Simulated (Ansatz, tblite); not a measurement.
Cost and result up the ladder for InH2Me (CH5In) (7 atoms). Charge 0, multiplicity 1. Geometry: PBE0-D4/def2-TZVP.

```xyz
7

In   -1.118   -0.242   -0.018
H    -2.078    0.192   -1.391
H    -1.862   -1.071    1.307
C     0.983    0.228    0.028
H     1.536   -0.565   -0.484
H     1.353    0.293    1.051
H     1.186    1.165   -0.493
```

Ansatz on 4 threads of Arm Neoverse V2 on a shared host; xTB runs through tblite on one thread. Times are rough, summed over both states, and most runs start from the orbitals of an earlier one. PBE0-D4/def2-TZVP serves as the yardstick here, not as an exact answer. The other state is a triplet.

In the def2 sets In takes a core potential; there is no spin–orbit coupling. The xTB rows come from tblite.

Run but left out: PBE-D4/def2-TZVP (triplet: an occupied level 0.20 eV above an empty one).

xTB has no spin-polarisation term.

```
                          level  functions  wall time
                       GFN2-xTB         18    0.003 s
                       GFN1-xTB         23    0.004 s
PBE0-D4/def2-TZVP (with forces)        111      3.7 s
            r2SCAN-D4/def2-TZVP        111      4.7 s
```

(1) Estimate what each level gives for the vertical triplet (eV).

## Answers

(1) 
| level | vertical triplet (eV) | difference from PBE0-D4/def2-TZVP (eV) |
| --- | --- | --- |
| GFN2-xTB | 4.72 | 0.36 |
| GFN1-xTB | 6.37 | 2.01 |
| PBE0-D4/def2-TZVP (with forces) | 4.37 | 0.00 |
| r2SCAN-D4/def2-TZVP | 4.15 | -0.21 |
